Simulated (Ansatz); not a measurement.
Molecule: arsenic trifluoride, AsF3 (charge 0, singlet). SMILES: F[As](F)F
Coordinates optimised at B3LYP-D3(BJ)/def2-TZVP (Ansatz, an electronic-structure program):
```
As
F 1 1.7294
F 1 1.7294 2 96.05
F 1 1.7294 2 96.05 3 -96.77
```
Charge 0, spin multiplicity 1.

Computed values are from Ansatz. Correlated levels leave the core frozen unless marked. UHF or UKS for open shells. Spin-orbit coupling is left out. The frozen core is the preceding noble-gas configuration, with the filled d and f shells of earlier blocks. Non-relativistic. CBS marks a two-point X^-3 extrapolation of the correlation energy; Hartree-Fock from the larger set. [CCSD(T)-MP2]/basis is that difference in the basis named.

**Question.** What is the T1 diagnostic at CCSD/aug-cc-pVTZ?

**Answer.** 0.016.

**Question.** What is the total energy at RI-MP2/CBS(aug-cc-pVTZ,aug-cc-pVQZ)+[CCSD(T)-MP2]/aug-cc-pVTZ?

**Answer.** -2533.8607 Eh.

**Question.** What is the atomisation energy De at RI-MP2/CBS(aug-cc-pVTZ,aug-cc-pVQZ)+[CCSD(T)-MP2]/aug-cc-pVTZ?

**Answer.** 1369.4 kJ/mol.

**Question.** What is the dipole moment at CCSD(T)/aug-cc-pVDZ?

**Answer.** 2.58 D.
